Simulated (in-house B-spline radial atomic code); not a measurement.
A fraction x of an electron is removed from 4p in Ag⁺, starting from [Kr] 4d10 and keeping the highest spin. Computed with an all-electron radial atomic-structure program (B-spline basis): scalar-relativistic (X2C) LDA exchange-only, spin-polarised, spherical fractional occupations, Fermi nucleus of rms radius 4.5454 fm.

| x | E(x) - E(0) (eV) | 4p down level (eV) |
| --- | --- | --- |
| 0 | 0.0000 | -65.468 |
| 0.02 | 1.3121 | -65.740 |
| 0.2 | ? | ? |
| 0.25 | 16.7982 | -68.943 |
| 0.41 | 28.0124 | -71.245 |
| 0.5 | 34.4837 | -72.563 |
| 0.54 | ? | ? |
| 0.71 | 50.0503 | -75.705 |
| 0.81 | 57.6968 | -77.230 |
| 0.89 | 63.9245 | -78.463 |
| 1 | 72.6495 | -80.177 |

(1) What belongs in the row x = 0.2?

(2) What belongs in the row x = 0.54?

(3) Check Janak's theorem between x = 0.25 and 0.41.

Answers

(1) An energy change of 13.3687 eV; 4p down at -68.236 eV.

(2) An energy change of 37.3980 eV; 4p down at -73.155 eV.

(3) The slope of the energy is 70.09 eV; the orbital levels give 70.09 eV (-ε of the emptying orbital, averaged over the two points).
